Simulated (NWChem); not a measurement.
**H3FTi in NWChem**

```xyz
5

Ti     0.3987    -0.0796     0.0000
F     -1.2917     0.2579     0.0000
H      1.1066     0.5896     1.3768
H      1.1066     0.5896    -1.3768
H      0.6398    -1.7489     0.0000
```
Charge 0, spin multiplicity 1.

Everything below was run with NWChem. Structure: optimised with B3LYP/def2-SVP, a minimum by its harmonic frequencies.

Symmetry labels belong to the abelian group Cs used in the runs, with the axes of the coordinates shown; states degenerate in a higher group split over its labels.

The structure started from a generated list of species.

List the lowest 6 singlet excitations that TD-BHandHLYP/def2-SVPD gives, with oscillator strengths.


```
state  symmetry  energy (eV)  wavelength (nm)      f
-----  --------  -----------  ---------------  -----
1            a"         3.52              352  0.000
2            a"         3.77              329  0.000
3            a'         3.77              329  0.000
4            a'         4.19              296  0.007
5            a'         4.96              250  0.000
6            a"         4.96              250  0.000
```
